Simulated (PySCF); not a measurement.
Si(Me)(OSiH3)3, SMILES C[Si](O[SiH3])(O[SiH3])O[SiH3] (CH12O3Si4) at its GFN2-xTB optimised geometry (Å):

```
20

C     -0.8869     2.0964     0.0899
Si    -0.5129     0.5780    -0.9489
O     -0.2237    -0.7017     0.0000
Si     0.2751    -2.2436     0.0000
O      0.7901     0.8328    -1.8758
Si     1.6791     0.2123    -3.0803
O     -1.7658     0.2271    -1.9127
Si    -2.3574    -0.8734    -2.9446
H     -1.1130     2.9491    -0.5402
H     -1.7390     1.9216     0.7369
H     -0.0391     2.3556     0.7139
H     -0.2416    -2.9491    -1.1764
H      1.7390    -2.2436     0.0000
H     -0.2913    -2.7534     1.2467
H      2.9576     0.8976    -2.9064
H      1.0232     0.5478    -4.3454
H      1.7997    -1.2408    -2.9309
H     -3.3125    -0.0878    -3.7227
H     -2.9984    -1.9296    -2.1593
H     -1.2831    -1.4265    -3.7742
```

Computed with B3LYP/def2-SVP run with PySCF 2.14.0.

Map of the Laplacian of the electron density (e/bohr⁵) on the plane z = 1.5 Å:

```
|77777777777777777777777777777|
|77777777777777777777777777777|
|77777777777777777777777777777|
|77777777777777777777777777777|
|77777777777777777777777777777|
|77777777777788877777777777777|
|77777777788888887777777777777|
|77777777888898888777777777777|
|77777778889999888777777777777|
|77777778889998887777777777777|
|77777777888888877777777777777|
|77777777788877777777777777777|
|77777777777777777777777777777|
|77777777777777777777777777777|
|77777777777778877777777777777|
|77777777777788887777777777777|
|77777777777788887777777777777|
|77777777777788887777777777777|
|77777777777788888777777777777|
|77777777777888888877777777777|
|77777777777899988887777777777|
|77777777778893798887777777777|
|77777777778890598877777777777|
|77777777777899988877777777777|
|77777777777888888777777777777|
|77777777777778877777777777777|
|77777777777777777777777777777|
|77777777777777777777777777777|
|77777777777777777777777777777|
```
Scale: ten equal steps from -0.254 (start of '0') to 0.075 (end of '9'), in the order '0123456789'; x runs from -5.00 to 5.00, y from -5.00 (bottom) to 5.00 (top).
